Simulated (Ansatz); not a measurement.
Ansatz (a first-principles code) input for H3O3V, SMILES [OH][V]([OH])[OH] (connectivity only; charge and spin as stated), neutral, multiplicity 3, PBE-D3(BJ)/def2-SVP. 

Ansatz 0.2 input:
```yaml
crystal:
  periodic: [false, false, false]
  atoms:
    - {symbol: V, position_ang: [0.09439082, -0.03789661, -0.00000000]}
    - {symbol: O, position_ang: [-0.03866030, -0.77600230, -1.60352672]}
    - {symbol: H, position_ang: [-0.41705001, -1.50958240, -2.09797887]}
    - {symbol: O, position_ang: [0.01396596, 1.75923885, 0.00000001]}
    - {symbol: H, position_ang: [-0.83005170, 2.23291275, 0.00000001]}
    - {symbol: O, position_ang: [-0.03866030, -0.77600230, 1.60352673]}
    - {symbol: H, position_ang: [-0.41705000, -1.50958240, 2.09797887]}
basis:
  gaussian:
    orbitals: def2-SVP
hamiltonian:
  xc: pbe
  dispersion: d3bj
magnetization: {spin_polarized: true, initial_magnetization: 2}
relax: {f_tol: 0.002, max_steps: 200}
```

Program output:

```
WARN ansatz: RAYON_NUM_THREADS=1 ignored (pool sized by the plan → 1); use --threads N
Functional definition: PBE
integrals: 0.04 GiB planned
985 factors; their error is unknown
mean field: 0.28 GiB planned
mean field evaluation 1: about -31844.6339 eV, gradient 6.6e1 eV
mean field evaluation 2: about -31537.1392 eV, gradient 2.8e2 eV
mean field evaluation 4: about -31821.4252 eV, gradient 1.1e2 eV
mean field evaluation 8: about -31859.9160 eV, gradient 7.1e-2 eV
mean field evaluation 16: about -31858.9215 eV, gradient 7.7e0 eV
mean field evaluation 32: about -31859.2676 eV, gradient 2.6e-4 eV
mean field -31859.91605367 eV, -1170.8303195456 hartree, gradient 8.2e-6 eV, S^2 2.014600; 6 other end points of the search recorded, 0 dependent functions left out
the calculation of the forces begins
reference -31859.91613483 eV, -1170.8303225282 hartree; 26, 24 occupied and 62, 64 virtual orbitals, 985 factors
relax step   1: F+E_penalty+E_count = -31860.01281243 eV  Δ(F+E_penalty+E_count) = +0.000e0 eV  max|allowed force component| = 4.762e-1 eV/Å  Δτ_max = 0.0000 Å  (248 SCF iters, accepted)
these checks for a lower state are left out or cut short: starts, cluster_reference, orbital_swaps, neighbouring_geometries, increment
integrals: 0.04 GiB planned
985 factors; their error is unknown
mean field: 0.28 GiB planned
mean field evaluation 64: about -31859.9479 eV, gradient 7.8e-1 eV
mean field -31859.92435506 eV, -1170.8306246162 hartree, gradient 8.7e-6 eV, S^2 2.014643; 0 other end points of the search recorded, 0 dependent functions left out
the calculation of the forces begins
reference -31859.92443616 eV, -1170.8306275966 hartree; 26, 24 occupied and 62, 64 virtual orbitals, 985 factors
relax step   2: F+E_penalty+E_count = -31860.02115401 eV  Δ(F+E_penalty+E_count) = -8.342e-3 eV  max|allowed force component| = 1.696e-1 eV/Å  Δτ_max = 0.0154 Å  (37 SCF iters, accepted)
these checks for a lower state are left out or cut short: starts, cluster_reference, orbital_swaps, neighbouring_geometries, increment
integrals: 0.04 GiB planned
985 factors; their error is unknown
mean field: 0.28 GiB planned
mean field -31859.92775215 eV, -1170.8307494569 hartree, gradient 2.2e-5 eV, S^2 2.014728; 0 other end points of the search recorded, 0 dependent functions left out
the calculation of the forces begins
reference -31859.92783329 eV, -1170.8307524387 hartree; 26, 24 occupied and 62, 64 virtual orbitals, 985 factors
relax step   3: F+E_penalty+E_count = -31860.02470744 eV  Δ(F+E_penalty+E_count) = -3.553e-3 eV  max|allowed force component| = 9.986e-2 eV/Å  Δτ_max = 0.0309 Å  (36 SCF iters, accepted)
these checks for a lower state are left out or cut short: starts, cluster_reference, orbital_swaps, neighbouring_geometries, increment
integrals: 0.04 GiB planned
985 factors; their error is unknown
mean field: 0.28 GiB planned
mean field -31859.92942191 eV, -1170.8308108193 hartree, gradient 9.7e-6 eV, S^2 2.015036; 0 other end points of the search recorded, 0 dependent functions left out
the calculation of the forces begins
reference -31859.92950315 eV, -1170.8308138050 hartree; 26, 24 occupied and 62, 64 virtual orbitals, 985 factors
relax step   4: F+E_penalty+E_count = -31860.02640689 eV  Δ(F+E_penalty+E_count) = -1.699e-3 eV  max|allowed force component| = 3.918e-2 eV/Å  Δτ_max = 0.0146 Å  (37 SCF iters, accepted)
these checks for a lower state are left out or cut short: starts, cluster_reference, orbital_swaps, neighbouring_geometries, increment
integrals: 0.04 GiB planned
985 factors; their error is unknown
mean field: 0.28 GiB planned
mean field -31859.93122921 eV, -1170.8308772366 hartree, gradient 2.3e-5 eV, S^2 2.015067; 0 other end points of the search recorded, 0 dependent functions left out
the calculation of the forces begins
reference -31859.93131070 eV, -1170.8308802313 hartree; 26, 24 occupied and 62, 64 virtual orbitals, 985 factors
relax step   5: F+E_penalty+E_count = -31860.02852789 eV  Δ(F+E_penalty+E_count) = -2.121e-3 eV  max|allowed force component| = 3.188e-2 eV/Å  Δτ_max = 0.0311 Å  (36 SCF iters, accepted)
these checks for a lower state are left out or cut short: starts, cluster_reference, orbital_swaps, neighbouring_geometries, increment
integrals: 0.04 GiB planned
985 factors; their error is unknown
mean field: 0.28 GiB planned
mean field evaluation 96: about -31859.9436 eV, gradient 1.8e0 eV
mean field -31859.93248761 eV, -1170.8309234818 hartree, gradient 1.2e-5 eV, S^2 2.015163; 0 other end points of the search recorded, 0 dependent functions left out
the calculation of the forces begins
reference -31859.93256932 eV, -1170.8309264846 hartree; 26, 24 occupied and 62, 64 virtual orbitals, 985 factors
relax step   6: F+E_penalty+E_count = -31860.02999795 eV  Δ(F+E_penalty+E_count) = -1.470e-3 eV  max|allowed force component| = 5.719e-2 eV/Å  Δτ_max = 0.0459 Å  (36 SCF iters, accepted)
these checks for a lower state are left out or cut short: starts, cluster_reference, orbital_swaps, neighbouring_geometries, increment
integrals: 0.04 GiB planned
985 factors; their error is unknown
mean field: 0.28 GiB planned
mean field -31859.93281895 eV, -1170.8309356582 hartree, gradient 9.9e-6 eV, S^2 2.015093; 0 other end points of the search recorded, 0 dependent functions left out
the calculation of the forces begins
reference -31859.93290065 eV, -1170.8309386609 hartree; 26, 24 occupied and 62, 64 virtual orbitals, 985 factors
relax step   7: F+E_penalty+E_count = -31860.03038712 eV  Δ(F+E_penalty+E_count) = -3.892e-4 eV  max|allowed force component| = 9.664e-2 eV/Å  Δτ_max = 0.0167 Å  (38 SCF iters, accepted)
these checks for a lower state are left out or cut short: starts, cluster_reference, orbital_swaps, neighbouring_geometries, increment
integrals: 0.04 GiB planned
985 factors; their error is unknown
mean field: 0.28 GiB planned
mean field -31859.93336129 eV, -1170.8309555889 hartree, gradient 1.1e-5 eV, S^2 2.015218; 0 other end points of the search recorded, 0 dependent functions left out
the calculation of the forces begins
reference -31859.93344311 eV, -1170.8309585957 hartree; 26, 24 occupied and 62, 64 virtual orbitals, 985 factors
relax step   8: F+E_penalty+E_count = -31860.03103953 eV  Δ(F+E_penalty+E_count) = -6.524e-4 eV  max|allowed force component| = 2.722e-2 eV/Å  Δτ_max = 0.0307 Å  (36 SCF iters, accepted)
these checks for a lower state are left out or cut short: starts, cluster_reference, orbital_swaps, neighbouring_geometries, increment
integrals: 0.04 GiB planned
985 factors; their error is unknown
mean field: 0.28 GiB planned
mean field -31859.93345574 eV, -1170.8309590599 hartree, gradient 1.1e-5 eV, S^2 2.015208; 0 other end points of the search recorded, 0 dependent functions left out
the calculation of the forces begins
reference -31859.93353757 eV, -1170.8309620673 hartree; 26, 24 occupied and 62, 64 virtual orbitals, 985 factors
relax step   9: F+E_penalty+E_count = -31860.03110522 eV  Δ(F+E_penalty+E_count) = -6.569e-5 eV  max|allowed force component| = 2.403e-2 eV/Å  Δτ_max = 0.0105 Å  (36 SCF iters, accepted)
these checks for a lower state are left out or cut short: starts, cluster_reference, orbital_swaps, neighbouring_geometries, increment
integrals: 0.04 GiB planned
985 factors; their error is unknown
mean field: 0.28 GiB planned
mean field evaluation 128: about -31859.9628 eV, gradient 2.0e-1 eV
mean field -31859.93349369 eV, -1170.8309604544 hartree, gradient 2.6e-5 eV, S^2 2.015184; 0 other end points of the search recorded, 0 dependent functions left out
the calculation of the forces begins
reference -31859.93357553 eV, -1170.8309634621 hartree; 26, 24 occupied and 62, 64 virtual orbitals, 985 factors
relax step  10: F+E_penalty+E_count = -31860.03115675 eV  Δ(F+E_penalty+E_count) = -5.153e-5 eV  max|allowed force component| = 5.699e-3 eV/Å  Δτ_max = 0.0021 Å  (30 SCF iters, accepted)
these checks for a lower state are left out or cut short: starts, cluster_reference, orbital_swaps, neighbouring_geometries, increment
integrals: 0.04 GiB planned
985 factors; their error is unknown
mean field: 0.28 GiB planned
mean field -31859.93349978 eV, -1170.8309606785 hartree, gradient 1.9e-5 eV, S^2 2.015190; 0 other end points of the search recorded, 0 dependent functions left out
the calculation of the forces begins
reference -31859.93358162 eV, -1170.8309636860 hartree; 26, 24 occupied and 62, 64 virtual orbitals, 985 factors
relax step  11: F+E_penalty+E_count = -31860.03115972 eV  Δ(F+E_penalty+E_count) = -2.968e-6 eV  max|allowed force component| = 1.377e-3 eV/Å  Δτ_max = 0.0010 Å  (30 SCF iters, accepted)
integrals: 0.04 GiB planned
985 factors; their error is unknown
mean field: 0.28 GiB planned
mean field evaluation 160: about -31858.7689 eV, gradient 5.7e0 eV
mean field evaluation 192: about -31859.3110 eV, gradient 5.0e0 eV
mean field -31859.93349978 eV, -1170.8309606785 hartree, gradient 1.9e-5 eV, S^2 2.015190; 9 other end points of the search recorded, 0 dependent functions left out
the calculation of the forces begins
reference -31859.93358162 eV, -1170.8309636860 hartree; 26, 24 occupied and 62, 64 virtual orbitals, 985 factors
Total energy: -31860.03124156 eV, -1170.8345526225 hartree
Atom 0 at     0.160362    -0.032308    -0.000000 Å, force     0.001377     0.000322    -0.000000 eV/Å
Atom 1 at    -0.010310    -0.742370    -1.619006 Å, force    -0.001343    -0.000200     0.000348 eV/Å
Atom 2 at    -0.468685    -1.513940    -1.991552 Å, force     0.000553     0.000016    -0.000164 eV/Å
Atom 3 at     0.027152     1.760483     0.000000 Å, force     0.000529     0.000561     0.000000 eV/Å
Atom 4 at    -0.862640     2.167530     0.000000 Å, force    -0.000326    -0.000513     0.000000 eV/Å
Atom 5 at    -0.010310    -0.742370     1.619006 Å, force    -0.001343    -0.000200    -0.000348 eV/Å
Atom 6 at    -0.468685    -1.513940     1.991552 Å, force     0.000553     0.000016     0.000164 eV/Å
Dipole moment:    -0.462368    -0.542158     0.000000 e Å
```

The run converged.
